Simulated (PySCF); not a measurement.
Zr(OEt)(H)3 (C₂H₈OZr), SMILES CC[O][ZrH3], multiplicity 1. Heavy atoms are numbered as in [ZrH3:1][O:2][CH2:3][CH3:4]. Hydrogens are named by the atom that carries them.

Geometry: PBE0-D3(BJ)/def2-SVP. The spin state was assumed, not searched. The structure was generated by enumeration; whether it is a known compound was not checked. The def2 effective core potentials stand for the cores of Zr; spin–orbit coupling is left out. Other conformers were not sampled.

All values below come from B3LYP/def2-TZVP (PySCF).

ESP charges are fitted to the potential on shells at 1.4 to 2.0 van der Waals radii. Atomic charges (e), one atom of each kind:

```tsv
atom	ESP fit	Mulliken
Zr1 (ZrH3)	1.35	0.95
O2	-0.59	-0.55
C3 (CH2)	0.35	0.01
C4 (CH3)	-0.37	-0.32
H on C3	0.02	0.10
H on C4	0.11	0.12
H on Zr1	-0.36	-0.21
```
